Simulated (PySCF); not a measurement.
**Excitation energy of Co by level of theory**

Co [Ar] 3d7 4s2 (4F) → Co [Ar] 3d6 4s2 4p1 (high-spin determinant), as a difference of total energies. All numbers are calculated (PySCF 2.14, scalar relativity by spin-free X2C-1e, in x2c-TZVPPall (6s5p4d2f1g, 64 functions)). Correlated levels: valence: [Ar] frozen. The calculations carry no spin-orbit coupling.

| method | excitation energy (eV) |
| --- | --- |
| UHF | 5.272 |
| MP2 (valence) | 6.627 |
| SCS-MP2 (valence) | 6.757 |
| CCSD (valence) | 6.391 |
| CCSD(T) (valence) | 6.131 |

How much does correlation contribute at CCSD(T) (valence)?

6.131 − (5.272) = 0.859 eV, measured against UHF.

A first-order spin-orbit estimate (lowest level to lowest level, LS coupling) adds 0.052 eV.

The basis was made for the ground configuration and has no added diffuse functions, so the excitation energy can come out too high.

The coupled-cluster amplitudes are large for the upper state (T1 above 0.03 or a double amplitude above 0.15), so a single reference is strained.

The determinant of the upper state mixes LS terms, which raises its energy above the lowest term, most at the Hartree-Fock and MP2 levels.
